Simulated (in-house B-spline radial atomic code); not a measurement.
Configurations of the palladium ion Pd²⁺, with energies counted from [Kr] (4d3/2)4 (4d5/2)4. All numbers are computed (Dirac-Hartree-Fock, average of each configuration as written; Fermi nucleus of rms radius 4.5318 fm) with a radial B-spline atomic code at the basis-set limit, not measured. Energies include first-order Breit, QED and recoil terms.

Occupations are held fixed; configurations that lie above the ionisation limit could autoionise.

```csv
configuration,E - E(ref) (eV),highest orbital,its <r> (bohr)
[Kr] (4d3/2)4 (4d5/2)3 (8p1/2)1,28.285,8p1/2,15.61
[Kr] (4d3/2)1 (4d5/2)6 (5f7/2)1,28.361,5f7/2,9.887
[Kr] (4d3/2)2 (4d5/2)5 (5g9/2)1,28.429,5g9/2,9.159
[Ar] 3d10 4s2 (4p1/2)1 (4p3/2)4 (4d3/2)4 (4d5/2)4 (8f7/2)1,90.252,8f7/2,29.04
[Ar] (3d3/2)3 (3d5/2)6 4s2 4p6 (4d3/2)4 (4d5/2)4 (6f7/2)1,371.4,6f7/2,15.39
```

Problem. Order these further configurations by energy, lowest first.
A. [Kr] (4d3/2)2 (4d5/2)5 6s1
B. [Kr] (4d3/2)4 (4d5/2)3 (7d3/2)1
C. [Kr] (4d3/2)2 (4d5/2)6
D. [Ar] 3d10 4s2 (4p1/2)2 (4p3/2)3 (4d3/2)4 (4d5/2)4 (6f7/2)1
E. [Kr] (4d3/2)2 (4d5/2)5 (6f7/2)1

Solution. C (0.84914 eV), A (21.983 eV), B (27.839 eV), E (29.821 eV), D (82.257 eV).

Problem. How far above the reference does [Kr] (4d3/2)3 (4d5/2)5 lie?

Solution. 0.58133 eV; its least bound orbital is 4d5/2 with <r> = 1.367 bohr.
